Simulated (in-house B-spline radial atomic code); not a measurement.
Results of a calculation; reference values are marked as such.
**Weak and strong correlation along the adiabatic connection**

Two-electron singlets in several external potentials (atomic units), by full CI in B-splines with partial waves to l = 8 (correlation energies up to 0.6 % small). The repulsion is scaled by λ at fixed density; W(λ) is the mean repulsion less the Hartree energy, W(0) = E_x, and the area under W from 0 to 1 is E_xc.

Relative drop (W(λ) − E_x)/E_x:

```csv
system,λ = 0.12,λ = 0.25,λ = 0.4,λ = 0.6,λ = 0.8,λ = 1
"−Z exp(−kr)/r, Z = 3.48, k = 0.713",0.0061,0.0124,0.0195,0.0286,0.0372,0.0455
"−V exp(−r²/w²), V = 1.76, w = 8.85",0.0363,0.0689,0.0998,0.1325,0.1582,0.1788
"−V exp(−r²/w²), V = 7.9, w = 2.86",0.0138,0.0277,0.0426,0.0606,0.0769,0.0916
"−Z exp(−kr)/r, Z = 1.48, k = 0.266",0.0187,0.0372,0.0565,0.0794,0.0994,0.1172
"−Z/r, Z = 2.25",0.0095,0.0193,0.0301,0.0435,0.0561,0.0678
"−Z/r, Z = 14",0.0013,0.0027,0.0043,0.0064,0.0085,0.0106
"−Z/r, Z = 1.1",0.0280,0.0544,0.0807,0.1102,0.1348,0.1556
```

(1) Order the systems by how far second-order (GL2) theory, half the initial slope (estimated from the first points of each curve), overshoots the correlation energy, least first.
A. −Z/r, Z = 2.25
B. −Z exp(−kr)/r, Z = 1.48, k = 0.266
C. −Z/r, Z = 1.1
D. −Z/r, Z = 14
E. −V exp(−r²/w²), V = 7.9, w = 2.86
F. −V exp(−r²/w²), V = 1.76, w = 8.85
G. −Z exp(−kr)/r, Z = 3.48, k = 0.713

(2) What else changes along this order?

## Answers

(1) D (GL2/E_c = 1.02), G (GL2/E_c = 1.08), A (GL2/E_c = 1.13), E (GL2/E_c = 1.19), B (GL2/E_c = 1.25), C (GL2/E_c = 1.38), F (GL2/E_c = 1.53).

(2) The ratio follows the bend of the curve. With it the leading natural occupation goes from 2.000 to 1.891 and −T_c/E_c from 0.98 to 0.65 between the first and the last.
